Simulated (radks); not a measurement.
Q: Eu I, 63 electrons, occupied as [Xe] 4f7 6s1 7f1 (not the ground configuration). Method: Dirac Kohn-Sham, PBE, spin-unpolarised, spherical densities, finite nucleus; open shells fill j = l - 1/2 first; Fermi nuclear charge, rms radius 5.1115 fm; computed with a radial shooting solver on a logarithmic mesh with Libxc functionals. Some entries of the table are withheld. Estimate them.

orbital,occ.,eigenvalue (hartree),<r> (bohr)
1s1/2,2,-1775.662,0.02232
2s1/2,2,-291.5987,0.09459
2p1/2,2,(1),(2)
2p3/2,4,(3),(4)
3s1/2,2,-64.30356,0.2492
3p1/2,2,-57.85082,0.2388
3p3/2,4,-52.99634,0.2517
3d3/2,4,-41.82496,0.2236
3d5/2,6,-40.76868,0.2276
4s1/2,2,-12.91317,0.5661
4p1/2,2,-10.42028,0.5792
4p3/2,4,-9.34996,0.6086
4d3/2,4,-5.24592,0.6485
4d5/2,6,-5.05398,0.6589
5s1/2,2,-1.83243,1.382
5p1/2,2,-1.16579,(5)
5p3/2,4,-1.02633,(6)
4f5/2,6,-0.29992,0.9619
6s1/2,1,-0.28069,3.880
4f7/2,1,-0.27736,0.9816
7f5/2,1,-0.01072,42.14

A: 
(1) 2p1/2 eigenvalue (hartree): -276.6669
(2) 2p1/2 <r> (bohr): 0.07907
(3) 2p3/2 eigenvalue (hartree): -252.8524
(4) 2p3/2 <r> (bohr): 0.08580
(5) 5p1/2 <r> (bohr): 1.561
(6) 5p3/2 <r> (bohr): 1.658
